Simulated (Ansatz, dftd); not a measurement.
Reaction: GeAsH5 (SMILES [AsH2][GeH3]) → GeAsH4 (SMILES [GeH3][AsH], doublet) + H (doublet) (the As-H bond breaks)
Each species at its own B3LYP-D3(BJ)/def2-TZVP minimum (Ansatz, a quantum-chemistry and plane-wave program).

Wanted: bond dissociation energy (electronic), in kcal/mol. Radicals and triplets start from unrestricted determinants; spin-orbit coupling is neglected. Correlated methods leave the cores frozen (noble-gas shells, and filled d and f shells in the p block). No relativity. CBS(X,Y): correlation extrapolated as X^-3, Hartree-Fock from the larger set. A bracket is a step between two methods taken in the basis named. Double hybrids freeze cores in their MP2 part. For partners of very few electrons the exact lower level stands in for a higher one.

```csv
level,program,bond dissociation energy (kcal/mol),difference against the last row
HF/cc-pVDZ,Ansatz,55.0,-23.5
r2SCAN-D4/def2-TZVPD,Ansatz + dftd4,76.4,-2.1
PBE0-D3(BJ)/def2-TZVPD,Ansatz + dftd3,76.1,-2.4
r2SCANh-D4/def2-TZVPD,Ansatz + dftd4,76.1,-2.4
CAM-B3LYP/def2-TZVPD,Ansatz,77.5,-1.0
B2PLYP-D4/def2-TZVPD,Ansatz + dftd4,76.6,-1.9
MP2/cc-pVDZ,Ansatz,71.6,-6.9
CCSDT(Q)/cc-pVTZ,Ansatz,76.8,-1.7
"CCSD(T)/CBS(cc-pVTZ,cc-pVQZ) + [CCSDT(Q) - CCSD(T)]/cc-pVDZ",Ansatz,78.5,0.0
"CCSD(T)/CBS(cc-pVTZ,cc-pVQZ) + [CCSDT(Q) - CCSD(T)]/cc-pVTZ",Ansatz,78.5,0.0
```
